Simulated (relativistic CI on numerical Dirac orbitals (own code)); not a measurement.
# Crystal-field levels of Tb4+, 4f7

Calculated by Dirac-Coulomb-Breit CI, KLI orbitals optimised for each configuration, model QED, valence Slater integrals scaled by 0.8, one configuration in a parametric crystal field (own radial code).

Field parameters in Wybourne normalisation. The field is a parameter set, without covalency.

S and J are read from ⟨S²⟩ = S(S + 1) and ⟨J²⟩ = J(J + 1) of each level; they are not fictitious spins.

D3d, B20 = -380, B40 = -2070, B43 = -1070, B60 = 1000, B63 = 1030, B66 = -940 cm⁻¹, the lowest 16 levels:

```
E (cm⁻¹)  Degeneracy  Irrep     S     J
     0.0           2     Γ4  3.47  3.50
     0.2           2  Γ5+Γ6  3.47  3.50
     0.4           2     Γ4  3.47  3.50
     0.7           2     Γ4  3.47  3.50
   32377           2     Γ4  2.43  3.57
   32405           2  Γ5+Γ6  2.43  3.57
   32450           2     Γ4  2.43  3.57
   32460           2     Γ4  2.43  3.57
   33205           2     Γ4  2.47  2.67
   33247           2     Γ4  2.47  2.70
   33255           2  Γ5+Γ6  2.47  2.67
   33978           2  Γ5+Γ6  2.47  1.87
   34007           2     Γ4  2.48  1.87
   35678           2     Γ4  2.41  3.53
   35728           2  Γ5+Γ6  2.41  3.53
   35735           2     Γ4  2.41  3.53
```

Principal g values of the ground doublet: 1.99, 7.95, 7.95.

C2v, B20 = -850, B22 = -550, B40 = -970, B42 = 570, B44 = -560, B60 = 520, B62 = -320, B64 = -70, B66 = -660 cm⁻¹, the lowest 10 levels:

| E (cm⁻¹) | Degeneracy | S | J |
| --- | --- | --- | --- |
| 0.0 | 2 | 3.47 | 3.50 |
| 1.0 | 2 | 3.47 | 3.50 |
| 1.5 | 2 | 3.47 | 3.50 |
| 2.1 | 2 | 3.47 | 3.50 |
| 32335 | 2 | 2.43 | 3.52 |
| 32450 | 2 | 2.43 | 3.52 |
| 32518 | 2 | 2.43 | 3.52 |
| 32589 | 2 | 2.43 | 3.51 |
| 33235 | 2 | 2.47 | 2.55 |
| 33313 | 2 | 2.47 | 2.53 |

Principal g values of the ground doublet: 0.08, 0.10, 13.87.

The next free-ion level lies 32500 cm⁻¹ above the lowest; the field splits the ground level into components whose J stays near 7/2 as long as their spread is small against that gap.

Levels of this model without a field, named by their leading LS term (the scale mimics covalency, so terms lie below those of the real free ion): 8S°_7/2 0, 6P°_7/2 32500, 6P°_5/2 33336, 6P°_3/2 34107, 6I°_7/2 35723, 6I°_17/2 36222, 6I°_9/2 36224, 6I°_11/2 36612 cm⁻¹.
